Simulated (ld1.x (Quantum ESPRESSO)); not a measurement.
## Transferability test, RRKJ potential for lutetium

| Item | Value |
| --- | --- |
| Element | Lu |
| Generator | ld1.x (Quantum ESPRESSO) 7.5 |
| Type | norm-conserving RRKJ (Kleinman–Bylander form) |
| Functional | PBEsol |
| Relativity | scalar-relativistic |
| Frozen core | [Xe] |
| Valence charge | 17 |
| Reference configuration | 4f14 5d1 6s2 6p0 |
| Partial waves | 6p (bound, empty): rc 3.35 bohr; 5d (bound): rc 2.00 bohr; 4f (bound): rc 0.85 bohr; 6s (bound): rc 2.40 bohr |
| Local potential | the s channel |
| Core correction | a·sin(br)/r model core inside 0.40 bohr |

Energies are relative to the spin-unpolarised reference configuration 4f14 5d1 6s2 6p0; without spin polarisation the order of configurations can differ from experiment.

```tsv
valence configuration	charge	ΔE all-electron (eV)	error AE − PS (meV)
4f14 5d1 6s1 6p0	+1	7.389	-6.5
4f14 5d1 6s0 6p0	+2	20.609	-51
4f14 5d0 6s0 6p0	+3	40.513	-294
4f14 5d1 6s0 6p1	+1	11.654	-26
4f13 5d1 6s2 6p0	+1	17.584	-2281
4f13 5d2 6s1 6p0	+1	18.810	-1932
```

Problem. What are ΔE and the potential's error for 4f14 5d0 6s2 6p0?

Solution. ΔE = 5.292 eV all-electron; the error (AE − PS) is -33 meV.

Levels in the configuration 4f14 5d0 6s0 6p0:

```tsv
level	all-electron (eV)	pseudo (eV)
4f	-36.257	-37.097
```

These tests converged, but a pseudo level misses the all-electron one widely, so the file describes the atom poorly there or has found another state: 4f13 5d1 6s2 6p0: 4f by 4.7 eV; 4f13 5d2 6s1 6p0: 4f by 4.4 eV.
